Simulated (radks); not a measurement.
The numbers below are computed, except where a source is named.
The mean radii <r> (bohr) of the occupied orbitals of an atom or ion are listed with their occupations. Code: a radial shooting solver on a logarithmic mesh with Libxc functionals. Model: Dirac Kohn-Sham, HCTH/407, spin-unpolarised, spherical densities, finite nucleus; Fermi nuclear charge, rms radius of each element as measured or else 0.836 A^(1/3) + 0.57 fm.

orbital  occ.      <r>
1s1/2       2  0.01688
2s1/2       2  0.07048
2p1/2       2  0.05798
2p3/2       4  0.06652
3s1/2       2   0.1833
3p1/2       2   0.1735
3p3/2       4   0.1892
3d3/2       4   0.1647
3d5/2       6   0.1695
4s1/2       2   0.4068
4p1/2       2   0.4090
4p3/2       4   0.4430
4d3/2       4   0.4512
4d5/2       6   0.4623
5s1/2       2   0.9272
4f5/2       6   0.4933
4f7/2       8   0.5003
5p1/2       2    1.002
5p3/2       4    1.102
5d3/2       4    1.522
5d5/2       6    1.591

Name the element and its charge. Open shells, if any, fill j = l - 1/2 first.

Answer. Z = 79, gold, charge +1: Au+ in [Xe] 4f14 5d10. The 1s radius gives Z: for a bare nucleus <r> = (2 gamma + 1)/(2Z) with gamma = sqrt(1 - (Z/c)^2), 0.01667 bohr for Z = 79, and screening makes it slightly larger (0.01688 here). The occupations add up to 78, and the charge is Z minus that.
